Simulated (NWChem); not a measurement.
System: CdSiNH5; SMILES [NH2][Cd][SiH3]

NWChem printed, in part:

```
             Northwest Computational Chemistry Package (NWChem) 7.3.0
             --------------------------------------------------------

 C1  symmetry detected

                             Geometry "geometry" -> ""
                             -------------------------

 Output coordinates in angstroms (scale by  1.889725989 to convert to a.u.)

  No.       Tag          Charge          X              Y              Z
 ---- ---------------- ---------- -------------- -------------- --------------
    1 Cd                  48.0000     0.00191220    -0.33547819    -0.01120102
    2 N                    7.0000    -0.00574101    -2.34765760     0.09861501
    3 H                    1.0000     0.81352835    -2.84330254    -0.24612387
    4 H                    1.0000    -0.82446438    -2.83684926    -0.25650580
    5 Si                  14.0000    -0.00202053     2.15014078     0.01976557
    6 H                    1.0000    -1.25421973     2.69508752     0.63712138
    7 H                    1.0000     0.08989531     2.71725281    -1.36420515
    8 H                    1.0000     1.15194924     2.70239696     0.80033915

 Effective nuclear repulsion energy (a.u.)     313.4874082407

                                 NWChem DFT Module
                                 -----------------

 Summary of "ao basis" -> "ao basis" (spherical)
 ------------------------------------------------------------------------------
       Tag                 Description            Shells   Functions and Types
 ---------------- ------------------------------  ------  ---------------------
 Cd                         def2-svp                11       31   5s3p2d1f
 N                          def2-svp                 6       14   3s2p1d
 H                          def2-svp                 3        5   2s1p
 Si                         def2-svp                 8       18   4s3p1d

            General Information
            -------------------
          SCF calculation type: DFT
          Wavefunction type:  closed shell.
          No. of atoms     :     8
          No. of electrons :    46
           Alpha electrons :    23
            Beta electrons :    23
          Charge           :     0
          Spin multiplicity:     1
          Use of symmetry is: off; symmetry adaption is: off
          Maximum number of iterations: 150
          AO basis - number of functions:    88
                     number of shells:    40
          Convergence on energy requested:  1.00D-06
          Convergence on density requested:  1.00D-05
          Convergence on gradient requested:  5.00D-04

              XC Information
              --------------
                         B3LYP Method XC Potential
                     Hartree-Fock (Exact) Exchange  0.200
                        Slater Exchange Functional  0.800 local
                    Becke 1988 Exchange Functional  0.720 non-local
              Lee-Yang-Parr Correlation Functional  0.810
                  VWN I RPA Correlation Functional  0.190 local

             Grid Information
             ----------------
          Grid used for XC integration:  medium
          Radial quadrature: Mura-Knowles
          Angular quadrature: Lebedev.
          Tag              B.-S. Rad. Rad. Pts. Rad. Cut. Ang. Pts.
          ---              ---------- --------- --------- ---------
          Cd                  1.55      123          10.0       590
          N                   0.65       49          13.0       434
          H                   0.35       45          13.0       434
          Si                  1.10       88          12.0       590
          Grid pruning is: on
          Number of quadrature shells:   485
          Spatial weights used:  Erf1

      Superposition of Atomic Density Guess
      -------------------------------------

 Sum of atomic energies:        -537.45280699

      Non-variational initial energy
      ------------------------------

 Total energy =    -513.124209
 1-e energy   =   -1080.695275
 2-e energy   =     413.492183
 HOMO         =      -0.295623
 LUMO         =       0.000087

     ---------------------------------------------
      Total Density - Mulliken Population Analysis
     ---------------------------------------------

    Atom       Charge   Shell Charges
 -----------   ------   -------------------------------------------------------
    1 Cd  20    19.29  -0.37  1.63  0.73  0.71  0.39  5.95  0.19  0.08  9.10  0.87  0.00
    2 N    7     8.07   1.99  1.06  0.52  2.62  1.87  0.01
    3 H    1     0.78   0.61  0.13  0.05
    4 H    1     0.78   0.61  0.13  0.05
    5 Si  14    13.88   2.00  1.99  1.02  0.33  5.94  1.12  1.40  0.08
    6 H    1     1.07   0.69  0.37  0.01
    7 H    1     1.07   0.69  0.37  0.01
    8 H    1     1.07   0.69  0.37  0.01

   convergence    iter        energy       DeltaE   RMS-Dens  Diis-err
 ---------------- ----- ----------------- --------- --------- ---------
 d= 0,ls=0.0,diis     1   -514.8296486052 -6.69D+02  2.09D-02  5.37D-01
 d= 0,ls=0.0,diis     2   -514.4729892255  3.57D-01  1.52D-02  3.07D+00
 d= 0,ls=0.0,diis     3   -514.9079286549 -4.35D-01  1.77D-03  2.06D-02
 d= 0,ls=0.0,diis     4   -514.9102989316 -2.37D-03  7.17D-04  3.36D-03
 d= 0,ls=0.0,diis     5   -514.9107540408 -4.55D-04  1.58D-04  2.17D-04
  Resetting Diis
 d= 0,ls=0.0,diis     6   -514.9107750585 -2.10D-05  4.19D-05  1.23D-05
 d= 0,ls=0.0,diis     7   -514.9107766295 -1.57D-06  1.85D-05  8.65D-07
 d= 0,ls=0.0,diis     8   -514.9107765498  7.97D-08  1.07D-05  1.61D-06
 d= 0,ls=0.0,diis     9   -514.9107767246 -1.75D-07  2.75D-06  1.03D-07

         Total DFT energy =     -514.910776724591
      One electron energy =    -1082.556627191241
           Coulomb energy =      458.740594177408
    Exchange-Corr. energy =      -45.173627198222
 Nuclear repulsion energy =      154.078883487463

 Numeric. integr. density =       46.000006615665

                       DFT Final Molecular Orbital Analysis
                       ------------------------------------

 Vector   21  Occ=2.000000D+00  E=-3.406871D-01
              MO Center=  2.8D-02,  1.0D+00, -2.2D-01, r^2= 5.9D+00
   Bfn.  Coefficient  Atom+Function         Bfn.  Coefficient  Atom+Function
  ----- ------------  ---------------      ----- ------------  ---------------
     4      0.306590  1 Cd s                 79      0.277793  7 H  s
    65     -0.231300  5 Si pz                36     -0.229273  2 N  py
     2     -0.200815  1 Cd s                 84     -0.174573  8 H  s
    68     -0.172153  5 Si pz                74     -0.163006  6 H  s
    80      0.157144  7 H  s                 19      0.151729  1 Cd d  2

 Vector   22  Occ=2.000000D+00  E=-2.727644D-01
              MO Center= -2.4D-04,  6.6D-01, -2.4D-02, r^2= 4.4D+00
   Bfn.  Coefficient  Atom+Function         Bfn.  Coefficient  Atom+Function
  ----- ------------  ---------------      ----- ------------  ---------------
     4      0.353109  1 Cd s                 64     -0.282529  5 Si py
    67     -0.280195  5 Si py                34     -0.226563  2 N  s
     2     -0.200968  1 Cd s                 36      0.187448  2 N  py
     7     -0.175765  1 Cd py                10      0.171218  1 Cd py
    61      0.156260  5 Si py                37      0.143714  2 N  pz

 Vector   23  Occ=2.000000D+00  E=-2.228516D-01
              MO Center= -5.1D-03, -2.0D+00,  1.3D-01, r^2= 2.1D+00
   Bfn.  Coefficient  Atom+Function         Bfn.  Coefficient  Atom+Function
  ----- ------------  ---------------      ----- ------------  ---------------
    37      0.500892  2 N  pz                40     -0.430565  2 N  pz
    36     -0.193462  2 N  py                39      0.179051  2 N  py
    14     -0.162346  1 Cd pz                16     -0.122755  1 Cd d -1
    67      0.104332  5 Si py                33     -0.095985  2 N  s
    11     -0.083493  1 Cd pz                34     -0.082533  2 N  s

 Vector   24  Occ=0.000000D+00  E=-3.683850D-02
              MO Center=  2.3D-02,  8.3D-02, -2.7D-02, r^2= 5.7D+00
   Bfn.  Coefficient  Atom+Function         Bfn.  Coefficient  Atom+Function
  ----- ------------  ---------------      ----- ------------  ---------------
    12      0.778747  1 Cd px                75      0.306839  6 H  s
    85     -0.283694  8 H  s                  9      0.274751  1 Cd px
    66      0.275952  5 Si px                 6     -0.233247  1 Cd px
    52      0.124956  4 H  s                 47     -0.120495  3 H  s
    74      0.110336  6 H  s                 84     -0.101792  8 H  s

 Vector   25  Occ=0.000000D+00  E=-2.510754D-02
              MO Center= -2.9D-03, -4.9D-02, -4.5D-01, r^2= 5.8D+00
   Bfn.  Coefficient  Atom+Function         Bfn.  Coefficient  Atom+Function
  ----- ------------  ---------------      ----- ------------  ---------------
    14      0.678142  1 Cd pz                 5     -0.424420  1 Cd s
    68      0.322396  5 Si pz                80      0.312365  7 H  s
    85     -0.248378  8 H  s                 11      0.233689  1 Cd pz
    40     -0.211712  2 N  pz                75     -0.206996  6 H  s
     8     -0.199428  1 Cd pz                37      0.195366  2 N  pz

 Vector   26  Occ=0.000000D+00  E=-1.513285D-02
              MO Center= -1.8D-02, -1.7D-01,  4.3D-01, r^2= 6.5D+00
   Bfn.  Coefficient  Atom+Function         Bfn.  Coefficient  Atom+Function
  ----- ------------  ---------------      ----- ------------  ---------------
     5      1.068140  1 Cd s                 59     -0.708219  5 Si s
    34     -0.616521  2 N  s                 67      0.477438  5 Si py
    58     -0.341447  5 Si s                 80      0.321292  7 H  s
    14      0.274283  1 Cd pz                47      0.232223  3 H  s
    52      0.229536  4 H  s                 19     -0.218830  1 Cd d  2

     ---------------------------------------------
      Total Density - Mulliken Population Analysis
     ---------------------------------------------

    Atom       Charge   Shell Charges
 -----------   ------   -------------------------------------------------------
    1 Cd  20    19.63  -0.39  1.71  0.68  0.91  0.22  5.98  0.33  0.23  8.99  0.98  0.00
    2 N    7     7.47   1.99  0.99  0.51  2.39  1.59  0.01
    3 H    1     0.90   0.71  0.14  0.05
    4 H    1     0.90   0.71  0.14  0.05
    5 Si  14    13.85   2.00  1.98  1.08  0.22  5.93  1.30  1.24  0.11
    6 H    1     1.08   0.73  0.34  0.01
    7 H    1     1.08   0.73  0.34  0.01
    8 H    1     1.08   0.73  0.34  0.01

     -------------------------------------------
      Total Density - Lowdin Population Analysis
     -------------------------------------------

    Atom       Charge   Shell Charges
 -----------   ------   -------------------------------------------------------
    1 Cd  20    19.75   0.01  1.03  0.93  0.65  0.37  5.65  0.72  0.37  8.61  1.40  0.00
    2 N    7     7.29   1.97  0.74  0.48  2.20  1.88  0.02
    3 H    1     0.95   0.60  0.22  0.13
    4 H    1     0.95   0.60  0.22  0.13
    5 Si  14    13.81   2.00  1.94  0.70  0.38  5.82  1.32  1.49  0.18
    6 H    1     1.08   0.64  0.42  0.02
    7 H    1     1.08   0.64  0.42  0.02
    8 H    1     1.08   0.64  0.42  0.02

     Multipole analysis of the density
     ---------------------------------

     L   x y z        total         alpha         beta         nuclear
     -   - - -        -----         -----         ----         -------
     0   0 0 0      0.000000    -23.000000    -23.000000     46.000000

     1   1 0 0      0.005642      0.053411      0.053411     -0.101179
     1   0 1 0     -0.274973     -9.012953     -9.012953     17.750932
     1   0 0 1     -0.355550     -0.474111     -0.474111      0.592672

     2   2 0 0    -30.145586    -22.661423    -22.661423     15.177260
     2   1 1 0     -0.018961     -0.051491     -0.051491      0.084020
     2   1 0 1      0.023722      0.000210      0.000210      0.023301
     2   0 2 0    -35.688044   -274.312242   -274.312242    512.936440
     2   0 1 1      2.236735     -0.042320     -0.042320      2.321375
     2   0 0 2    -32.804842    -21.955332    -21.955332     11.105822
```

Level: B3LYP/def2-SVP with def2 effective core potentials on Cd. All runs use the structure optimised with PBE0/def2-SVP. def2 effective core potentials on Cd; no spin-orbit coupling.

**Question.** Write an input that gives this output.

**Answer.** Several could match; the one computed here: the input that was run:
```
start job
memory heap 200 mb stack 900 mb global 1100 mb
geometry units angstroms noautoz
  Cd     0.590199     0.278060    -0.007177
  N      0.869767     2.273740    -0.016513
  H      0.492311     2.807895     0.763177
  H      0.636111     2.779322    -0.868287
  Si     0.411395    -2.201276     0.006902
  H      1.095982    -2.813397    -1.177474
  H     -1.017995    -2.649519    -0.030003
  H      1.030101    -2.800506     1.233301
end
basis spherical
  * library def2-svp
end
ecp
  Cd library def2-ecp
end
dft
  xc b3lyp
  iterations 150
  mulliken
end
task dft energy
```
